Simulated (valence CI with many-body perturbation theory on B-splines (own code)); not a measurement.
Kr31+: calculated level list

Level of theory: valence CI with perturbative core correlation (CI+MBPT): three valence electrons over a frozen Dirac-Fock core [He], radial functions for each j: 11 s, 11 p, 10 d, 8 f, 5 g, 2 h, with the one-electron correlation potential Σ1 (screened to all orders), the two-electron term Σ2, the three-electron term Σ3, Breit, model QED; selected single and double excitations, second order for the rest, scaled by the run's own slope (own B-spline code, finite nucleus).

The last digits are not significant, and no measured levels were compared; by estimate large intervals hold to a few tenths of a per cent, small ones and those within an open d or f shell to about a per cent.

Levels 1 to 45 of 211, with energies above the lowest level, (2s^2 2p1/2) J=1/2. "Leading %" is the weight of the configuration and term that name the level; weights of strongly mixed levels are sums over their largest components and can fall short. In the jj column 3d3/2^4 stands for four electrons in 3d with j = 3/2. Lifetimes count E1, E2, E3, M1 and M2 decay at the calculated energies, and are blank where another channel may lead or the interval is too uncertain; long ones can be off by a factor of two.

| No. | Configuration | Term | J | E (eV) | Leading % | g | Second component | Lifetime | Leading jj |
| --- | --- | --- | --- | --- | --- | --- | --- | --- | --- |
| 1 | 2s2 2p | 2P° | 1/2 | 0.0 | 99 | 0.655 |  |  | 2s^2 2p1/2 (99 %) |
| 2 | 2s2 2p | 2P° | 3/2 | 61.1 | 98 | 1.326 |  | 936 ns | 2s^2 2p3/2 (98 %) |
| 3 | 2s 2p2 | 4P | 1/2 | 86.5 | 82 | 2.489 | 14 % 2s 2p2 2S | 803 ps | 2s 2p1/2^2 (83 %) |
| 4 | 2s 2p2 | 4P | 3/2 | 125.7 | 97 | 1.704 |  | 8.92 ns | 2s 2p1/2 2p3/2 (97 %) |
| 5 | 2s 2p2 | 4P | 5/2 | 143.1 | 70 | 1.472 | 30 % 2s 2p2 2D | 1.08 ns | 2s 2p1/2 2p3/2 (86 %) |
| 6 | 2s 2p2 | 2D | 3/2 | 177.3 | 82 | 0.892 | 17 % 2s 2p2 2P | 20.7 ps | 2s 2p1/2 2p3/2 (94 %) |
| 7 | 2s 2p2 | 2P | 1/2 | 186.5 | 73 | 1.099 | 15 % 2s 2p2 2S | 10.0 ps | 2s 2p1/2 2p3/2 (80 %) |
| 8 | 2s 2p2 | 2D | 5/2 | 207.1 | 70 | 1.313 | 30 % 2s 2p2 4P | 71.1 ps | 2s 2p3/2^2 (86 %) |
| 9 | 2s 2p2 | 2S | 1/2 | 251.6 | 71 | 1.724 | 23 % 2s 2p2 2P | 12.0 ps | 2s 2p3/2^2 (93 %) |
| 10 | 2s 2p2 | 2P | 3/2 | 253.0 | 82 | 1.249 | 16 % 2s 2p2 2D | 7.77 ps | 2s 2p3/2^2 (91 %) |
| 11 | 2p3 | 4S° | 3/2 | 279.8 | 50 | 1.560 | 31 % 2p3 2P° | 12.3 ps | 2p1/2^2 2p3/2 (90 %) |
| 12 | 2p3 | 2D° | 3/2 | 326.7 | 56 | 1.294 | 40 % 2p3 4S° | 11.1 ps | 2p1/2 2p3/2^2 (93 %) |
| 13 | 2p3 | 2D° | 5/2 | 338.8 | 100 | 1.192 |  | 14.3 ps | 2p1/2 2p3/2^2 (100 %) |
| 14 | 2p3 | 2P° | 1/2 | 363.7 | 99 | 0.655 |  | 8.02 ps | 2p1/2 2p3/2^2 (99 %) |
| 15 | 2p3 | 2P° | 3/2 | 410.3 | 62 | 1.258 | 26 % 2p3 2D° | 7.44 ps | 2p3/2^3 (96 %) |
| 16 | 2s2 3s | 2S | 1/2 | 2099.5 | 96 | 1.998 |  | 88.2 fs | 2s^2 3s (96 %) |
| 17 | 2s2 3p | 2P° | 1/2 | 2132.9 | 94 | 0.668 |  | 1.48 ps | 2s^2 3p1/2 (94 %) |
| 18 | 2s2 3p | 2P° | 3/2 | 2150.0 | 91 | 1.338 |  | 997 fs | 2s^2 3p3/2 (91 %) |
| 19 | 2s 2p 3s | 4P° | 1/2 | 2165.3 | 92 | 2.505 | 6 % 2s 2p 3s 2P° | 90.0 fs | 2s 2p1/2 3s (97 %) |
| 20 | 2s 2p 3s | 4P° | 3/2 | 2175.6 | 77 | 1.637 | 18 % 2s 2p 3s 2P° | 81.8 fs | 2s 2p1/2 3s (86 %) |
| 21 | 2s2 3d | 2D | 3/2 | 2179.6 | 96 | 0.798 |  | 11.8 fs | 2s^2 3d3/2 (96 %) |
| 22 | 2s2 3d | 2D | 5/2 | 2184.9 | 96 | 1.198 |  | 12.8 fs | 2s^2 3d5/2 (96 %) |
| 23 | 2s 2p 3s | 2P° | 1/2 | 2186.5 | 93 | 0.741 | 4 % 2s 2p 3s 4P° | 127 fs | 2s 2p1/2 3s (92 %) |
| 24 | 2s 2p 3p | 4D | 1/2 | 2194.0 | 74 | 0.220 | 20 % 2s 2p 3p 2P | 133 fs | 2s 2p1/2 3p1/2 (99 %) |
| 25 | 2s 2p 3p | 4D | 3/2 | 2203.3 | 59 | 1.199 | 20 % 2s 2p 3p 2P | 125 fs | 2s 2p1/2 3p1/2 (89 %) |
| 26 | 2s 2p 3p | 4P | 3/2 | 2217.7 | 27 | 1.445 | 21 % 2s 2p 3p 4D | 90.4 fs | 2s 2p1/2 3p3/2 (96 %) |
| 27 | 2s 2p 3p | 4P | 1/2 | 2218.2 | 62 | 2.156 | 19 % 2s 2p 3p 2S | 98.3 fs | 2s 2p1/2 3p1/2 (90 %) |
| 28 | 2s 2p 3s | 4P° | 5/2 | 2224.9 | 97 | 1.592 |  | 62.8 fs | 2s 2p3/2 3s (97 %) |
| 29 | 2s 2p 3p | 2P | 1/2 | 2225.1 | 51 | 1.141 | 18 % 2s 2p 3p 4P | 34.8 fs | 2s 2p1/2 3p3/2 (86 %) |
| 30 | 2s 2p 3p | 4D | 5/2 | 2226.1 | 69 | 1.375 | 15 % 2s 2p 3p 4P | 1.12 ps | 2s 2p1/2 3p3/2 (87 %) |
| 31 | 2s 2p 3p | 2D | 3/2 | 2230.4 | 53 | 1.232 | 21 % 2s 2p 3p 4S | 40.2 fs | 2s 2p1/2 3p3/2 (91 %) |
| 32 | 2s 2p 3s | 2P° | 3/2 | 2237.6 | 81 | 1.361 | 13 % 2s 2p 3s 4P° | 82.0 fs | 2s 2p3/2 3s (95 %) |
| 33 | 2s 2p 3d | 4F° | 3/2 | 2238.1 | 78 | 0.530 | 11 % 2s 2p 3d 2D° | 70.4 fs | 2s 2p1/2 3d3/2 (95 %) |
| 34 | 2s 2p 3d | 4F° | 5/2 | 2245.3 | 72 | 1.089 | 17 % 2s 2p 3d 4D° | 36.6 fs | 2s 2p1/2 3d3/2 (53 %) |
| 35 | 2s 2p 3d | 4P° | 5/2 | 2252.4 | 43 | 1.364 | 24 % 2s 2p 3d 2D° | 17.0 fs | 2s 2p1/2 3d5/2 (68 %) |
| 36 | 2s 2p 3d | 4D° | 3/2 | 2255.6 | 49 | 1.306 | 27 % 2s 2p 3d 4P° | 10.4 fs | 2s 2p1/2 3d3/2 (63 %) |
| 37 | 2s 2p 3d | 4D° | 1/2 | 2256.1 | 73 | 0.319 | 18 % 2s 2p 3d 2P° | 8.34 fs | 2s 2p1/2 3d3/2 (88 %) |
| 38 | 2s 2p 3d | 4F° | 7/2 | 2256.6 | 58 | 1.269 | 26 % 2s 2p 3d 4D° | 19.2 fs | 2s 2p1/2 3d5/2 (88 %) |
| 39 | 2s 2p 3p | 4P | 3/2 | 2262.6 | 51 | 1.594 | 18 % 2s 2p 3p 2P | 110 fs | 2s 2p3/2 3p1/2 (96 %) |
| 40 | 2s 2p 3p | 4P | 5/2 | 2265.2 | 38 | 1.386 | 38 % 2s 2p 3p 2D | 66.1 fs | 2s 2p3/2 3p1/2 (93 %) |
| 41 | 2s 2p 3d | 2D° | 3/2 | 2265.5 | 49 | 0.996 | 32 % 2s 2p 3d 2P° | 16.0 fs | 2s 2p1/2 3d5/2 (56 %) |
| 42 | 2s 2p 3d | 2F° | 5/2 | 2267.5 | 64 | 1.025 | 12 % 2s 2p 3d 4P° | 15.7 fs | 2s 2p1/2 3d5/2 (80 %) |
| 43 | 2s 2p 3p | 4D | 7/2 | 2272.9 | 100 | 1.423 |  | 25.1 ps | 2s 2p3/2 3p3/2 (100 %) |
| 44 | 2s 2p 3s | 2P° | 1/2 | 2273.2 | 94 | 0.725 |  | 61.4 fs | 2s 2p3/2 3s (90 %) |
| 45 | 2s 2p 3s | 2P° | 3/2 | 2275.3 | 85 | 1.324 | 6 % 2s 2p 3s 4P° | 120 fs | 2s 2p3/2 3s (85 %) |

Where two levels of one J and parity lie close, their mixing, g and order are uncertain.

The ionisation energy to 2s2 1S_0 of the next ion comes out as 3753.1 eV (NIST: 3752 ± 2.5 eV (semi-empirical)). All 211 levels together are meant to be complete up to 3066.8 eV.
